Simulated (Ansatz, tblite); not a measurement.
Cost and result up the ladder for Hg(OH)2 (HgO2H2) (5 atoms). The state is a singlet with charge 0. Geometry: r2SCAN-D4/def2-TZVP.

```tsv
atom	x (Å)	y (Å)	z (Å)
Hg1	0.003	-0.198	0.026
O2	1.705	-0.139	1.008
H3	1.679	0.620	1.604
O4	-1.697	-0.434	-0.935
H5	-1.689	0.150	-1.704
```

Ansatz on 4 threads of Arm Neoverse V2 on a shared host; xTB runs through tblite on one thread. Times are rough, summed over both states, and most runs start from the orbitals of an earlier one. PBE0-D4/def2-TZVP serves as the yardstick here, not as an exact answer. The other state is a triplet.

In the def2 sets Hg takes a core potential; there is no spin–orbit coupling. The xTB rows come from tblite. HOMO above LUMO, or a gap near zero within one spin, warns that the state may not be the lowest or that an electron is smeared out.

xTB has no spin-polarisation term.

```json
{"level": "GFN2-xTB", "functions": "14", "wall time": "0.002 s", "vertical triplet (eV)": "4.35", "difference from PBE0-D4/def2-TZVP (eV)": "-0.46", "remarks": "–"}
{"level": "GFN1-xTB", "functions": "16", "wall time": "0.004 s", "vertical triplet (eV)": "5.02", "difference from PBE0-D4/def2-TZVP (eV)": "0.21", "remarks": "–"}
{"level": "PBE-D4/def2-TZVP", "functions": "117", "wall time": "1.8 s", "vertical triplet (eV)": "4.32", "difference from PBE0-D4/def2-TZVP (eV)": "-0.49", "remarks": "gap within one spin near zero (triplet)"}
{"level": "PBE0-D4/def2-TZVP", "functions": "117", "wall time": "3.8 s", "vertical triplet (eV)": "4.81", "difference from PBE0-D4/def2-TZVP (eV)": "0.00", "remarks": "–"}
{"level": "r2SCAN-D4/def2-TZVP (with forces)", "functions": "117", "wall time": "4.3 s", "vertical triplet (eV)": "4.49", "difference from PBE0-D4/def2-TZVP (eV)": "-0.32", "remarks": "–"}
```
